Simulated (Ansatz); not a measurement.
`C[SiH]1[SiH2]SS1`. Total charge 0; spin multiplicity 1.

| atom | x (Å) | y (Å) | z (Å) |
| --- | --- | --- | --- |
| C1 | -0.742 | 0.836 | -1.404 |
| Si2 | -0.705 | 0.218 | 0.355 |
| Si3 | 0.910 | -1.383 | 0.813 |
| S4 | 2.206 | 0.329 | 1.083 |
| S5 | 0.511 | 1.449 | 1.666 |
| H6 | -1.261 | 0.122 | -2.050 |
| H7 | -1.265 | 1.794 | -1.457 |
| H8 | 0.274 | 0.973 | -1.778 |
| H9 | -2.083 | 0.101 | 0.905 |
| H10 | 0.696 | -2.129 | 2.081 |
| H11 | 1.459 | -2.310 | -0.215 |

Q: List the harmonic frequencies (cm⁻¹, unscaled) at PBE0-D4/def2-TZVP in Ansatz. (Best estimate.)

A: The calculation gave: 75, 133, 166, 176, 268, 432, 459, 483, 497, 502, 613, 657, 665, 726, 736, 810, 893, 934, 1269, 1440, 1446, 2204, 2209, 2220, 3050, 3135, 3148.

Q: Is this a minimum?

A: Yes, all 27 modes are real.

Q: Give the ideal-gas thermochemistry at 298.15 K and 1 bar (rigid rotor, harmonic oscillator; point group C1, symmetry number 1).

A: Zero-point energy 175.5 kJ/mol; H(298) − E = 199.0 kJ/mol; entropy 369.3 J/(mol·K), of which translation 170.3, rotation 118.5, vibration 80.5; G(298) − E = 88.9 kJ/mol. Modes under 100 cm⁻¹ are hindered rotations or soft bends, so the harmonic entropy is rough.

Q: And at 400, 500, 600, 800 and 1000 K?

A: 
| T (K) | H − E (kJ/mol) | S (J/mol/K) | G − E (kJ/mol) |
| --- | --- | --- | --- |
| 400 | 213.1 | 409.8 | 49.2 |
| 500 | 228.8 | 444.8 | 6.4 |
| 600 | 245.9 | 476.0 | -39.6 |
| 800 | 283.5 | 529.8 | -140.4 |
| 1000 | 324.2 | 575.2 | -251.0 |
